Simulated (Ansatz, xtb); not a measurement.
## BClGe2H4: where a starting geometry ends

The starting geometry of this gas-phase triplet was built from a drawn formula by distance geometry and a force field; its bonds are those of `[BH2][GeH2][Ge][Cl]`.

```yaml
atoms:
  - { symbol: B, position_ang: [0.6027, -1.3585, -0.5331] }
  - { symbol: Cl, position_ang: [-0.8678, 2.4707, -1.4304] }
  - { symbol: Ge, position_ang: [1.8792, 0.1830, -0.3920] }
  - { symbol: Ge, position_ang: [0.6426, 2.1853, 0.1069] }
  - { symbol: H, position_ang: [-0.3010, -1.3532, -1.3024] }
  - { symbol: H, position_ang: [0.7115, -2.2719, 0.2535] }
  - { symbol: H, position_ang: [2.9237, -0.0561, 0.7431] }
  - { symbol: H, position_ang: [2.6248, 0.3944, -1.7373] }
```

**Question.** Predict what it relaxes into with r2SCAN-D4/def2-SVP.

**Answer.** A new bond forms, giving a structure given below by its coordinates. Contacts that close: B1–Ge4 (3.60 → 2.19 Å).

The energy falls by 0.90 eV over 12 steps:

```json
{"step": "1", "E − E(last) (eV)": "0.904"}
{"step": "2", "E − E(last) (eV)": "0.755"}
{"step": "3", "E − E(last) (eV)": "0.621"}
{"step": "5", "E − E(last) (eV)": "0.340"}
{"step": "6", "E − E(last) (eV)": "0.184"}
{"step": "7", "E − E(last) (eV)": "0.071"}
{"step": "8", "E − E(last) (eV)": "0.020"}
{"step": "10", "E − E(last) (eV)": "0.002"}
{"step": "11", "E − E(last) (eV)": "0.000"}
{"step": "12", "E − E(last) (eV)": "0.000"}
```

Final geometry (Å):

```xyz
8

B     0.4006   -0.9671   -0.3826
Cl   -0.5254    2.2586   -1.5317
Ge    2.2304   -0.0310   -0.5802
Ge   -0.0172    1.0850    0.2549
H    -0.2651   -1.1373   -1.3757
H     0.3714   -1.6827    0.5913
H     3.2839   -0.0739    0.5362
H     2.7370    0.7420   -1.8038
```

From the same start GFN2-xTB reaches the same bonding as this run.

No frequencies were run, so the end isn't proven a minimum. Open shells are spin-unrestricted. The triplet needn't be the ground state. Run with Ansatz 0.2.0, 110 s on 2 threads of Arm Neoverse V2, with other jobs on the host.
